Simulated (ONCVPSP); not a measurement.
**What the settings do to the ONCV potential of phosphorus**

Base potential:

P (Z = 15), optimised norm-conserving Vanderbilt (ONCV), made with ONCVPSP 4.0.1 (LDA (Perdew-Wang 92), non-relativistic). Core [Ne], reference 3s2 3p3. Waves: 3s: rc 1.65 bohr, ncon 4, nbas 8, qcut 4.9 1/bohr, 2 projectors, debl 0.8 Ha; 3p: rc 1.85 bohr, ncon 4, nbas 8, qcut 4.6 1/bohr, 1 projector; d scattering state at 0.44 Ha: rc 1.65 bohr, ncon 5, nbas 9, qcut 5.8 1/bohr, 2 projectors, debl 2.6 Ha. Local part: polynomial inside 1.35 bohr (lpopt 5, dvloc0 0 Ha). Core correction: Teter function, fcfact 6, rcfact 1.65.

All-electron outer shells of the reference configuration (LDA (PZ), non-relativistic, ld1.x):

```json
{"shell": "2s", "level (eV)": "-172.22", "outermost node (bohr)": "0.14", "outermost maximum (bohr)": "0.42"}
{"shell": "2p", "level (eV)": "-124.53", "outermost node (bohr)": "–", "outermost maximum (bohr)": "0.36"}
{"shell": "3s", "level (eV)": "-13.95", "outermost node (bohr)": "0.66", "outermost maximum (bohr)": "1.58"}
{"shell": "3p", "level (eV)": "-5.61", "outermost node (bohr)": "0.64", "outermost maximum (bohr)": "1.83"}
```

Cutoffs, loose and tight: the cutoffs (Ha) at which the residual kinetic energy of the hardest occupied pseudo-wave falls to 1 and 0.1 mHa per electron. They do not see the model core or the augmentation charge, which bear on the density cutoff. Test errors are all-electron minus pseudo excitation energies from the reference, over the configurations 3s2 3p2; 3s2 3p1; 3s2 3p0; 3s2 3p2.5. A dash means not determined; rows that change the core or the reference have their own tests.

For the base: The cutoffs count occupied waves only; projector 2 of the d channel, the hardest unoccupied one, needs 40 Ha at the loose tolerance.

A true bound ghost makes a file unfit for plane-wave use even where its test errors are small: the radial tests pick states by their node count and pass the ghost by.

```tsv
change	outcome	cutoff, loose	cutoff, tight	bound ghosts	GHOST(+) flags above zero	largest test error (meV)
base	generated	10 Ha	17 Ha	none	s	-112
all radii but the core radius scaled by about 0.79 (s 1.30, p 1.46, d 1.30 bohr); local potential polynomial inside 1.06 bohr (lpopt 5, dvloc0 0 Ha)	generated	10 Ha	87 Ha	s	none	-112
all radii but the core radius scaled by about 1.05 (s 1.74, p 1.94, d 1.74 bohr); local potential polynomial inside 1.42 bohr (lpopt 5, dvloc0 0 Ha)	generated	9.8 Ha	13 Ha	none	s	-115
all radii but the core radius scaled by about 1.13 (s 1.86, p 2.10, d 1.86 bohr); local potential polynomial inside 1.52 bohr (lpopt 5, dvloc0 0 Ha)	generated	9.2 Ha	12 Ha	none	s	-121
all radii but the core radius scaled by about 1.25 (s 2.06, p 2.30, d 2.06 bohr); local potential polynomial inside 1.68 bohr (lpopt 5, dvloc0 0 Ha)	generated	8.4 Ha	11 Ha	none	none	-125
all radii but the core radius scaled by about 1.29 (s 2.12, p 2.38, d 2.12 bohr); local potential polynomial inside 1.74 bohr (lpopt 5, dvloc0 0 Ha)	generated	8.3 Ha	10 Ha	none	none	-128
```

Task: What comes out with this change to the base: all radii but the core radius scaled by about 0.86 (s 1.42, p 1.58, d 1.42 bohr); local potential polynomial inside 1.16 bohr (lpopt 5, dvloc0 0 Ha)?

Result: outcome: generated; cutoff, loose: 10 Ha; cutoff, tight: 15 Ha; bound ghosts: none; GHOST(+) flags above zero: s; largest test error (meV): -107.

Reading the sweep of the scale of all radii but the core radius (base = 1) (base included, trends over the rows without a ghost): The loose cutoff stays near 9.2 Ha. The median size of the test errors (rows with all tests solved) stays near 12.7 meV. Bound ghosts are found at 0.79.
